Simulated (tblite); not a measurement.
Species: C6H10ClFSi.
Atom-mapped SMILES: `[F:1][C@@H:2]1[CH2:3][SiH2:4][CH2:5][CH2:6]/[C:7]1=[CH:8]/[Cl:9]` (hydrogens: H10 on C2; H11, H12 on C3; H13, H14 on Si4; H15, H16 on C5; H17, H18 on C6; H19 on C8)

Computed with GFN2-xTB (tblite), gas phase: L-BFGS steps from a force-field or distance-geometry start until the largest atomic force falls under 0.01 eV/Å.

Step 6: E = -787.5936 eV
```
atom  x, y, z in Å  |  force x, y, z in eV/Å
F1     -0.9431    1.0518   -1.7191    0.092   0.036  -0.143
C2     -1.1797    0.6932   -0.4009   -0.028  -0.013   0.052
C3     -0.3528    1.6054    0.5019   -0.227   0.029   0.005
Si4     1.5140    1.3015    0.3157   -0.048  -0.007  -0.003
C5      1.6226   -0.5880    0.1865    0.043  -0.129   0.040
C6      0.5235   -1.1850   -0.6963   -0.046   0.022  -0.015
C7     -0.8462   -0.7672   -0.2420   -0.007   0.029  -0.015
C8     -1.6967   -1.6677    0.2316    0.037  -0.029   0.053
Cl9    -3.2969   -1.3440    0.7846    0.052   0.071  -0.022
H10    -2.2547    0.8621   -0.2535    0.003  -0.030   0.047
H11    -0.6080    2.6338    0.2481   -0.010   0.034   0.011
H12    -0.6852    1.4440    1.5264    0.038  -0.044   0.035
H13     2.2018    1.7796    1.5175    0.024   0.020   0.009
H14     2.0410    1.9450   -0.8867   -0.008   0.016  -0.051
H15     2.5891   -0.8897   -0.2091    0.087  -0.060  -0.042
H16     1.5417   -1.0367    1.1751    0.002  -0.011   0.119
H17     0.5896   -2.2766   -0.6833    0.010   0.055  -0.053
H18     0.6613   -0.8413   -1.7226    0.004   0.002  -0.047
H19    -1.4310   -2.7108    0.3187   -0.018   0.010   0.023
```

Step 7: E = -787.5970 eV
```
atom  x, y, z in Å  |  force x, y, z in eV/Å
F1     -0.9402    1.0508   -1.7196    0.078   0.038  -0.123
C2     -1.1794    0.6929   -0.4012   -0.032  -0.008   0.044
C3     -0.3583    1.6056    0.5027   -0.112   0.025   0.009
Si4     1.5104    1.3003    0.3134    0.017   0.005   0.019
C5      1.6250   -0.5926    0.1872    0.026  -0.060   0.037
C6      0.5222   -1.1839   -0.6960    0.019   0.019  -0.018
C7     -0.8450   -0.7647   -0.2396    0.007  -0.025  -0.035
C8     -1.6953   -1.6659    0.2333    0.066   0.006   0.029
Cl9    -3.2931   -1.3372    0.7824    0.001   0.056   0.004
H10    -2.2533    0.8561   -0.2533   -0.056   0.001   0.026
H11    -0.6135    2.6334    0.2490   -0.014   0.051   0.014
H12    -0.6868    1.4426    1.5280    0.024  -0.043   0.031
H13     2.2024    1.7806    1.5171   -0.015  -0.003  -0.049
H14     2.0414    1.9470   -0.8899   -0.041  -0.020   0.001
H15     2.5916   -0.8966   -0.2106    0.039  -0.038  -0.013
H16     1.5413   -1.0394    1.1774    0.016  -0.005   0.084
H17     0.5863   -2.2752   -0.6836    0.010   0.039  -0.069
H18     0.6617   -0.8371   -1.7216   -0.004  -0.015  -0.030
H19    -1.4274   -2.7077    0.3175   -0.028  -0.022   0.039
```

Task: Estimate the geometry and energy of step 8. (The exact step hangs on the optimiser's Hessian estimate; all steps are aligned on step 7, rigid shifts and turns removed.)

Result: E = -787.5988 eV, largest force 0.077 eV/Å
```
atom  x, y, z in Å  |  force x, y, z in eV/Å
F1     -0.9372    1.0509   -1.7219    0.049   0.023  -0.046
C2     -1.1801    0.6927   -0.4014   -0.027   0.005  -0.005
C3     -0.3630    1.6062    0.5032   -0.002   0.018   0.010
Si4     1.5083    1.2996    0.3126    0.027  -0.004   0.018
C5      1.6268   -0.5960    0.1883    0.017   0.000   0.031
C6      0.5218   -1.1830   -0.6963    0.057   0.013  -0.014
C7     -0.8443   -0.7637   -0.2391    0.019  -0.033  -0.040
C8     -1.6936   -1.6651    0.2349    0.057   0.020   0.017
Cl9    -3.2909   -1.3329    0.7813   -0.015   0.046   0.015
H10    -2.2536    0.8534   -0.2525   -0.073   0.012  -0.003
H11    -0.6162    2.6345    0.2497   -0.023   0.045   0.021
H12    -0.6870    1.4410    1.5296    0.006  -0.036   0.021
H13     2.2026    1.7812    1.5163   -0.032  -0.011  -0.069
H14     2.0409    1.9477   -0.8916   -0.058  -0.038   0.029
H15     2.5938   -0.9005   -0.2116   -0.001  -0.026   0.015
H16     1.5414   -1.0407    1.1805    0.024  -0.002   0.041
H17     0.5851   -2.2737   -0.6852    0.007   0.015  -0.072
H18     0.6619   -0.8354   -1.7220   -0.002  -0.013  -0.015
H19    -1.4264   -2.7068    0.3178   -0.028  -0.032   0.046
```

The energy changes by -0.0018 eV. The first-order estimate −F·Δx gives -0.0026 eV and the mean of the old and new forces, exact on a quadratic surface, -0.0018 eV. The step makes an angle of 48° with the force vector and moves no atom by more than 0.005 Å.

The cost below is that of the whole relaxation. The run took 1.0 s on Arm Neoverse N1, one thread, no GPU, shared host.
